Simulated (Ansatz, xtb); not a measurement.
# BClH2Sn: which of two structures lies lower

Structure I: a singlet given by its coordinates. Structure II: `Cl[BH][SnH]`, a singlet. Both are isolated molecules in the gas phase, relaxed with PBE0-D3(BJ)/def2-SVP; the shapes shown needn't be the lowest conformers.

I (Å):

```tsv
atom	x (Å)	y (Å)	z (Å)
B	0.3844	0.9301	-0.2421
Cl	0.9271	0.9518	1.7287
Sn	-1.1500	-0.2701	0.8913
H	1.2375	0.3254	-0.8516
H	0.0963	2.0629	-0.5564
```

Close contacts (Å): B1–Cl2 2.04, B1–Sn3 2.25, Cl2–Sn3 2.55, B1–H4 1.21, B1–H5 1.21.

II (Å):

```json
{"atom": "B", "x (Å)": "-0.6695", "y (Å)": "1.3929", "z (Å)": "0.9743"}
{"atom": "Cl", "x (Å)": "0.1452", "y (Å)": "0.0136", "z (Å)": "0.2368"}
{"atom": "Sn", "x (Å)": "-0.6693", "y (Å)": "1.4232", "z (Å)": "3.2638"}
{"atom": "H", "x (Å)": "-1.1724", "y (Å)": "2.1760", "z (Å)": "0.2010"}
{"atom": "H", "x (Å)": "0.8377", "y (Å)": "2.3666", "z (Å)": "3.1284"}
```

Problem. Estimate E(II) − E(I) at the level CCSD(T)/def2-TZVPP.

Solution. Calculated at CCSD(T)/def2-TZVPP: E(II) − E(I) = +52.6 kJ/mol, so structure I lies lower.

The same difference at several levels:

```
               level              geometry  E(II) − E(I) (kJ/mol)  departure from the last row (kJ/mol)  job, with rough time for the two
            GFN2-xTB              GFN2-xTB                   +57.4                                  +4.8              optimisation, 0.53 s
           HF/STO-3G              GFN2-xTB                  +105.2                                 +52.5               single point, 2.8 s
  r2SCAN-D4/def2-SVP              GFN2-xTB                   +59.7                                  +7.0               single point, 5.8 s
PBE0-D3(BJ)/def2-SVP  PBE0-D3(BJ)/def2-SVP                   +58.9                                  +6.3                optimisation, 88 s
       HF/def2-TZVPP  PBE0-D3(BJ)/def2-SVP                   +25.8                                 −26.8           part of the CCSD(T) run
      MP2/def2-TZVPP  PBE0-D3(BJ)/def2-SVP                   +65.3                                 +12.7           part of the CCSD(T) run
  CCSD(T)/def2-TZVPP  PBE0-D3(BJ)/def2-SVP                   +52.6                                                   single point, 2.6 min
```

The levels shown agree on the order. The largest departure from CCSD(T)/def2-TZVPP is that of HF/STO-3G, 52.5 kJ/mol.

With harmonic frequencies from PBE0-D3(BJ)/def2-SVP (ideal gas, rigid rotor, one conformer each, 298.15 K, 1 atm): the zero-point term adds −9.1 kJ/mol; ΔH is +45.2 and ΔG +40.3 kJ/mol.

The correlated steps freeze 10 core orbitals; the filled d shell of Sn is correlated, in a basis made for valence electrons. Atoms past krypton carry core potentials in the def2 sets, other sets are all-electron and non-relativistic, and no spin–orbit term is included. Mirror images aren't counted in ΔG. Codes used: Ansatz 0.2.0, xtb 6.7.1; the last row on 1 thread of Intel(R) Xeon(R) Processor @ 2.50GHz (Skylake/Cascade Lake) on a shared host.
